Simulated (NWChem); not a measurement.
Molecule: CH₄MgO; SMILES C[O][MgH]

```xyz
7

Mg     0.0000     0.0000    -1.4031
H      0.0000     0.0000    -3.1015
O      0.0000     0.0000     0.3675
C      0.0000     0.0000     1.7521
H      0.7241     0.7241     2.1620
H     -0.9892     0.2651     2.1620
H      0.2651    -0.9892     2.1620
```
Atoms are numbered in this order, from 1.

All runs: NWChem. Pople sets run with spherical d functions. Coordinates come from a B3LYP/6-31G* (spherical d) optimisation.

### Question
Estimate the computed values for PBE/6-31G*. Quantities: highest occupied level (eV); orbital gap (eV); dipole (D).

### Answer
The highest occupied level (eV) is -5.37, the orbital gap (eV) is 4.23 and the dipole (D) is 0.50.
